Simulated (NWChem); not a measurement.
System: B2, triplet; SMILES [B][B]

Output (shortened):

```
             Northwest Computational Chemistry Package (NWChem) 7.3.0
             --------------------------------------------------------

                             Geometry "geometry" -> ""
                             -------------------------

 Output coordinates in angstroms (scale by  1.889725989 to convert to a.u.)

  No.       Tag          Charge          X              Y              Z
 ---- ---------------- ---------- -------------- -------------- --------------
    1 B                    5.0000     0.00000000     0.00000000    -0.81277200
    2 B                    5.0000     0.00000000     0.00000000     0.81277200

 Effective nuclear repulsion energy (a.u.)       8.1384639388

  pbe96 is a nonlocal functional; adding pw91lda local functional.
                              NWChem Property Module
                              ----------------------

  itol2e modified to match energy
  convergence criterion.

                                 NWChem DFT Module
                                 -----------------

 Summary of "ao basis" -> "ao basis" (spherical)
 ------------------------------------------------------------------------------
       Tag                 Description            Shells   Functions and Types
 ---------------- ------------------------------  ------  ---------------------
 B                          cc-pvtz                 10       30   4s3p2d1f

  itol2e modified to match energy
  convergence criterion.

            General Information
            -------------------
          SCF calculation type: DFT
          Wavefunction type:  spin polarized.
          No. of atoms     :     2
          No. of electrons :    10
           Alpha electrons :     6
            Beta electrons :     4
          Charge           :     0
          Spin multiplicity:     3
          Use of symmetry is: off; symmetry adaption is: off
          Maximum number of iterations: 150
          AO basis - number of functions:    60
                     number of shells:    20
          Convergence on energy requested:  1.00D-07
          Convergence on density requested:  1.00D-05
          Convergence on gradient requested:  5.00D-04

              XC Information
              --------------
          PerdewBurkeErnzerhof Exchange Functional  1.000
            Perdew 1991 LDA Correlation Functional  1.000 local
           PerdewBurkeErnz. Correlation Functional  1.000 non-local

             Grid Information
             ----------------
          Grid used for XC integration:  fine
          Radial quadrature: Mura-Knowles
          Angular quadrature: Lebedev.
          Tag              B.-S. Rad. Rad. Pts. Rad. Cut. Ang. Pts.
          ---              ---------- --------- --------- ---------
          B                   0.85       70           9.0       590
          Grid pruning is: on
          Number of quadrature shells:   140
          Spatial weights used:  Erf1

      Superposition of Atomic Density Guess
      -------------------------------------

 Sum of atomic energies:         -49.06894414

      Non-variational initial energy
      ------------------------------

 Total energy =     -49.183101
 1-e energy   =     -80.794296
 2-e energy   =      23.472731
 HOMO         =      -0.109881
 LUMO         =      -0.109881

   convergence    iter        energy       DeltaE   RMS-Dens  Diis-err
 ---------------- ----- ----------------- --------- --------- ---------
 d= 0,ls=0.0,diis     1    -49.2962788681 -5.74D+01  5.53D-03  6.08D-02
                                                     4.40D-03  3.70D-02
 d= 0,ls=0.0,diis     2    -49.3248880074 -2.86D-02  2.12D-03  2.47D-02
                                                     2.12D-03  1.43D-02
 d= 0,ls=0.0,diis     3    -49.3414810276 -1.66D-02  4.75D-04  1.51D-03
                                                     3.68D-04  9.98D-04
 d= 0,ls=0.0,diis     4    -49.3426115222 -1.13D-03  5.91D-05  2.64D-05
                                                     7.05D-05  1.42D-05
 d= 0,ls=0.0,diis     5    -49.3426285278 -1.70D-05  1.18D-05  5.81D-07
                                                     1.86D-05  7.61D-07
 d= 0,ls=0.0,diis     6    -49.3426291483 -6.20D-07  2.34D-06  7.97D-09
                                                     1.62D-06  7.58D-09
 d= 0,ls=0.0,diis     7    -49.3426291604 -1.21D-08  1.14D-06  4.94D-10
                                                     1.22D-06  1.62D-10

         Total DFT energy =      -49.342629160374
      One electron energy =      -81.040096298727
           Coulomb energy =       31.336702931453
    Exchange-Corr. energy =       -7.777699731936
 Nuclear repulsion energy =        8.138463938837

 Numeric. integr. density =       10.000000012066

                    DFT Final Alpha Molecular Orbital Analysis
                    ------------------------------------------

 Vector    4  Occ=1.000000D+00  E=-2.785950D-01
              MO Center=  1.2D-10,  4.0D-10,  1.4D-04, r^2= 2.8D+00
   Bfn.  Coefficient  Atom+Function         Bfn.  Coefficient  Atom+Function
  ----- ------------  ---------------      ----- ------------  ---------------
     2      0.365869  1 B  s                 32     -0.365877  2 B  s
     4      0.258782  1 B  s                 34     -0.258806  2 B  s
    10     -0.171808  1 B  pz                40     -0.171856  2 B  pz
     7     -0.102360  1 B  pz                37     -0.102400  2 B  pz
     3      0.090522  1 B  s                 33     -0.090525  2 B  s

 Vector    5  Occ=1.000000D+00  E=-2.218232D-01
              MO Center= -5.1D-11,  2.9D-10,  4.9D-05, r^2= 2.0D+00
   Bfn.  Coefficient  Atom+Function         Bfn.  Coefficient  Atom+Function
  ----- ------------  ---------------      ----- ------------  ---------------
     9     -0.226045  1 B  py                39     -0.226063  2 B  py
     8      0.222322  1 B  px                38      0.222340  2 B  px
     6     -0.169111  1 B  py                36     -0.169125  2 B  py
     5      0.166326  1 B  px                35      0.166339  2 B  px
    12     -0.115041  1 B  py                42     -0.115053  2 B  py

 Vector    6  Occ=1.000000D+00  E=-2.218232D-01
              MO Center=  1.4D-09,  1.6D-09,  4.9D-05, r^2= 2.0D+00
   Bfn.  Coefficient  Atom+Function         Bfn.  Coefficient  Atom+Function
  ----- ------------  ---------------      ----- ------------  ---------------
     8      0.226045  1 B  px                38      0.226063  2 B  px
     9      0.222322  1 B  py                39      0.222340  2 B  py
     5      0.169111  1 B  px                35      0.169125  2 B  px
     6      0.166326  1 B  py                36      0.166339  2 B  py
    11      0.115041  1 B  px                41      0.115053  2 B  px

 Vector    7  Occ=0.000000D+00  E=-1.931141D-01
              MO Center= -7.7D-10, -7.6D-10, -1.5D-04, r^2= 2.8D+00
   Bfn.  Coefficient  Atom+Function         Bfn.  Coefficient  Atom+Function
  ----- ------------  ---------------      ----- ------------  ---------------
    10      0.309363  1 B  pz                40     -0.309350  2 B  pz
     4     -0.279068  1 B  s                 34     -0.279019  2 B  s
     7      0.261374  1 B  pz                37     -0.261367  2 B  pz
    13      0.168298  1 B  pz                43     -0.168287  2 B  pz
     2     -0.097649  1 B  s                 32     -0.097597  2 B  s

[...]

          -----------------------
          Electric field gradient
          -----------------------

 1 a.u. = 0.324123 10**(16) esu/cm**3  ( or statvolts/cm**2 ) = 0.97174 10**(22) v/m**2

 ------------------------------------------------------------
   Atom      X         Y         Z
 ------------------------------------------------------------
    1 B    0.00000   0.00000  -1.53592
 ------------------------------------------------------------

 Electric field gradient in molecular frame (a.u.)
         XX             YY             ZZ             XY             XZ             YZ
 ------------------------------------------------------------------------------------------
        0.022490       0.022490      -0.044980      -0.000000      -0.000000      -0.000000

 Principal components (a.u.) and orientation
 of principal axis w.r.t. absolute frame                      Asymmetry parameter eta
 --------------------------------------------------------------------------------------
       -0.044980       0.022490       0.022490                       0.000000

        0.000000       0.709424       0.704781
        0.000000      -0.704781       0.709424
        1.000000       0.000000      -0.000000

 ------------------------------------------------------------
   Atom      X         Y         Z
 ------------------------------------------------------------
    2 B    0.00000   0.00000   1.53592
 ------------------------------------------------------------

 Electric field gradient in molecular frame (a.u.)
         XX             YY             ZZ             XY             XZ             YZ
 ------------------------------------------------------------------------------------------
        0.022465       0.022465      -0.044930       0.000000       0.000000       0.000000

 Principal components (a.u.) and orientation
 of principal axis w.r.t. absolute frame                      Asymmetry parameter eta
 --------------------------------------------------------------------------------------
       -0.044930       0.022465       0.022465                       0.000000

       -0.000000       0.704879       0.709328
       -0.000000       0.709328      -0.704879
        1.000000       0.000000       0.000000
```

Level: PBE/cc-pVTZ, spin-unrestricted. Coordinates come from a PBE0/def2-SVP, spin-unrestricted optimisation. No stability test was run on the SCF state. NWChem prints the field gradient with the sign opposite to the second derivative of the potential.

### Question
Which NWChem input produces such a log?

### Answer
One answer among several that fit: the input that was run:
```
start job
memory heap 200 mb stack 700 mb global 900 mb
geometry units angstroms noautosym nocenter noautoz
  B      0.000000     0.000000    -0.812772
  B      0.000000     0.000000     0.812772
end
basis spherical
  * library cc-pvtz
end
dft
  odft
  mult 3
  xc xpbe96 cpbe96
  iterations 150
end
property
  efieldgrad
end
task dft property
```
